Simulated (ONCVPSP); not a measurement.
# Reading a pseudo-wave (phosphorus (P))

Columns: radius, all-electron u(r) and pseudo u(r) of the 3s shell (level -13.90 eV) of phosphorus in the configuration [Ne] 3s2 3p3; PBE, non-relativistic, ONCV scheme, ONCVPSP 4.0.1.

```
r (bohr)  all-electron  pseudo
   0.095        0.1328  0.0313
   0.190       -0.1560  0.0634
   0.285       -0.3404  0.0981
   0.380       -0.3690  0.1378
   0.475       -0.2882  0.1847
   0.570       -0.1482  0.2394
   0.665        0.0143  0.3003
   0.760        0.1760  0.3648
   0.855        0.3240  0.4307
   0.950        0.4518  0.4972
   1.045        0.5571  0.5643
   1.140        0.6407  0.6307
   1.235        0.7040  0.6924
   1.330        0.7485  0.7427
   1.425        0.7764  0.7754
   1.520        0.7899  0.7899
   1.615        0.7914  0.7914
   1.710        0.7831  0.7831
   1.805        0.7669  0.7669
   1.900        0.7446  0.7446
   1.995        0.7177  0.7178
   2.090        0.6876  0.6876
   2.185        0.6552  0.6552
   2.280        0.6214  0.6215
   2.375        0.5871  0.5871
   2.470        0.5527  0.5528
```

Problem. How many radial nodes do the two functions have?

Solution. The all-electron 3s function has n − l − 1 = 2; the pseudo-wave has 0, since the states of the same l below it are removed with the core.

Problem. At about which radius was the pseudo-wave matched?

Solution. 1.50 bohr, where the columns begin to agree (steps of 0.10 bohr).

Problem. Is the pseudo-wave norm-conserving?

Solution. Yes: the ONCV scheme keeps the norm inside the radius equal to the all-electron one, which fixes the energy derivative of the logarithmic derivative at the level.
